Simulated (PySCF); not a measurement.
Computed with ωB97X-D3(BJ)/def2-TZVP // B3LYP-D3(BJ)/def2-TZVP in PySCF. Gas-phase values, no solvent. 

Reference species (SMILES): `[BH2]` (neutral, multiplicity 2).

```json
{
  "dipole_moment": "0.54 D"
}
```

Changed species: `[CH]=C=C` (radical fragment; the reference has radical fragment).

Q: Predict the effect on the dipole moment.

A: the dipole moment decreases by 0.44 D, to 0.10 D.
